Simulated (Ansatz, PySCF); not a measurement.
Cl₂Mg, SMILES [Cl][Mg][Cl] (connectivity only; charge and spin as stated), charge -1, multiplicity 2. Atoms are numbered in the order given.

```xyz
3

Mg     0.0000     0.0000    -0.7832
Cl     0.0000    -1.9881     0.3905
Cl     0.0000     1.9881     0.3905
```
Charge -1, spin multiplicity 2.

Geometry: PBE0-D3(BJ)/def2-TZVPD. The multiplicity is an assumed one; other spin states were not compared. The isomer is the one that the SMILES or the coordinates give; other isomers of the formula were not compared.

Two levels are set side by side: PBE-D3(BJ)/def2-TZVPD (Ansatz, a program for electronic structure) and PBE0-D3(BJ)/def2-TZVPD (Ansatz). Each level has its own optimised geometry; the coordinates shown are those of the second. Frequencies come from the Hessian of PySCF at each geometry. Differences are taken from unrounded values.

```csv
quantity,PBE0-D3(BJ)
mean bond length (Å),2.309
bond Mg1–Cl2 (Å),2.309
bond Mg1–Cl3 (Å),2.309
highest harmonic wavenumber (cm⁻¹),402
mean harmonic wavenumber (cm⁻¹),275
zero-point energy (kcal/mol),1.18
```

### Question
What does PBE-D3(BJ) give, and how far is it from PBE0-D3(BJ)? (An estimate is asked for; the answer gives what the named calculation found.)

### Answer

```csv
quantity,PBE-D3(BJ),PBE-D3(BJ) minus PBE0-D3(BJ)
mean bond length (Å),2.326,0.017
bond Mg1–Cl2 (Å),2.326,0.017
bond Mg1–Cl3 (Å),2.326,0.017
highest harmonic wavenumber (cm⁻¹),389,-13
mean harmonic wavenumber (cm⁻¹),264,-11
zero-point energy (kcal/mol),1.13,-0.05
```

GGA bonds tend to be longer and softer than those of functionals with exact exchange. Differences between two approximate levels are no errors against the true value.
